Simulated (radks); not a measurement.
Results of a calculation; reference values are marked as such.
Problem. The tantalum ion Ta13+ is in [Kr] 4d10 4f13 5s1. Code: a radial shooting solver on a logarithmic mesh with Libxc functionals. Model: non-relativistic Kohn-Sham, PBE, spin-polarised, spherical densities, point nucleus. Open shells are filled with parallel spins first. One electron is removed from 4p, 4f, 4d, 5s in turn, with full relaxation. Which removal costs least, and what does each cost?

Solution. 5s 283.58 eV; 4f 287.19 eV; 4d 483.83 eV; 4p 633.70 eV. The 5s electron leaves first.
